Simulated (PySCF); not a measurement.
Gas-phase reaction: 2 SnCl3 + 2 H = SnH2Cl2 + SnCl4

Computed with PySCF (xtb for GFN2) and rigid-rotor harmonic-oscillator thermochemistry at 1 bar. † marks an energy on the PBE0/def2-TZVP geometry and frequencies; other levels use their own. MP2 and CCSD(T) freeze the core. Open shells (unrestricted): SnCl3 (multiplicity 2), H (multiplicity 2); the rest are closed-shell singlets. GFN2 has no spin-polarisation term. Sn: scalar-relativistic def2 core potential, no spin-orbit coupling. SnCl3, SnH2Cl2: computed as isolated molecules; such fragments, hydroxides, amides, oligomers or adducts are transient or little studied in the gas. MP2 isn't extrapolated to the basis-set limit; its ΔH°(298 K) is -547.2 kJ in def2-SVP and -569.0 kJ in def2-TZVPP. CCSD(T) isn't extrapolated to the basis-set limit. The harmonic model lacks anharmonicity and excited electronic states, which grow with temperature; levels with a mode under 35 cm⁻¹ are left out. Soft modes under 120 cm⁻¹ make the harmonic entropy rough for SnCl3, SnH2Cl2, SnCl4.

```json
[
 {"level": "BLYP/def2-TZVP†", "ΔE electronic, kJ": "-525", "ΔH°(298 K), kJ": "-498", "ΔS°(298 K), J/K": "-250", "ΔG°(600 K), kJ": "-346"},
 {"level": "CCSD(T)/def2-SVP†", "ΔE electronic, kJ": "-593", "ΔH°(298 K), kJ": "-565", "ΔS°(298 K), J/K": "-250", "ΔG°(600 K), kJ": "-413"},
 {"level": "GFN2-xTB", "ΔE electronic, kJ": "-452", "ΔH°(298 K), kJ": "-432", "ΔS°(298 K), J/K": "-253", "ΔG°(600 K), kJ": "-278"},
 {"level": "M06-2X/def2-TZVP†", "ΔE electronic, kJ": "-566", "ΔH°(298 K), kJ": "-538", "ΔS°(298 K), J/K": "-250", "ΔG°(600 K), kJ": "-386"},
 {"level": "MP2/def2-TZVPP†", "ΔE electronic, kJ": "-597", "ΔH°(298 K), kJ": "-569", "ΔS°(298 K), J/K": "-250", "ΔG°(600 K), kJ": "-417"},
 {"level": "PBE/def2-TZVP†", "ΔE electronic, kJ": "-536", "ΔH°(298 K), kJ": "-509", "ΔS°(298 K), J/K": "-250", "ΔG°(600 K), kJ": "-357"},
 {"level": "PBE0/def2-SVP†", "ΔE electronic, kJ": "-558", "ΔH°(298 K), kJ": "-530", "ΔS°(298 K), J/K": "-250", "ΔG°(600 K), kJ": "-378"},
 {"level": "r2SCAN/def2-TZVP†", "ΔE electronic, kJ": "-563", "ΔH°(298 K), kJ": "-535", "ΔS°(298 K), J/K": "-250", "ΔG°(600 K), kJ": "-383"},
 {"level": "ωB97M-V/def2-TZVP†", "ΔE electronic, kJ": "-600", "ΔH°(298 K), kJ": "-573", "ΔS°(298 K), J/K": "-250", "ΔG°(600 K), kJ": "-421"}
]
```
ΔH° is lowest at ωB97M-V/def2-TZVP† and highest at GFN2-xTB. No reference value is set beside these.
